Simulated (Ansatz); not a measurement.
Relaxation of C$_{2}$H$_{5}$AlSi (9 atoms, charge 0, multiplicity 1), to a largest force component of 0.015 eV/Å in at most 40 steps.

Method: Ansatz, RKS B3LYP-D4/def2-SVP.

```xyz
9
Properties=species:S:1:pos:R:3
Si -0.090 1.105 -1.156
C 0.025 -0.058 0.333
C 1.078 -0.116 1.268
Al -0.274 -1.401 1.695
H -0.883 0.502 -2.233
H -0.726 2.351 -0.717
H 1.265 1.378 -1.647
H 1.968 0.515 1.225
H -0.983 -2.552 2.471
```

Question: Where does it end, and by what steps?

Answer: It converged. After 11 steps the energy has fallen by 0.132 eV; H7 moved furthest, 0.50 Å.

```
step  energy less start (eV)  largest force component (eV/Å)  accepted
   0                  0.0000                           1.704       yes
   1                 -0.0905                           0.646       yes
   2                 -0.1109                           0.093       yes
   3                 -0.0976                           0.431        no
   4                 -0.1174                           0.049       yes
   5                 -0.1217                           0.098       yes
   6                 -0.1245                           0.092       yes
   7                 -0.1272                           0.103       yes
   8                 -0.1297                           0.097       yes
   9                 -0.1309                           0.080       yes
  10                 -0.1314                           0.095       yes
  11                 -0.1317                           0.008       yes
```

```xyz
9
Properties=species:S:1:pos:R:3
Si -0.110 1.124 -1.098
C 0.101 -0.015 0.364
C 1.191 -0.298 1.160
Al -0.298 -1.268 1.711
H -0.570 0.346 -2.287
H -1.148 2.154 -0.794
H 1.167 1.823 -1.449
H 2.204 0.123 1.074
H -1.157 -2.267 2.558
```

Whether the end is a true minimum wasn't checked by a vibrational analysis.

Run time: 43 s on 1 thread of Intel(R) Xeon(R) Processor @ 2.70GHz, on a shared host, peak memory 0.18 GiB.
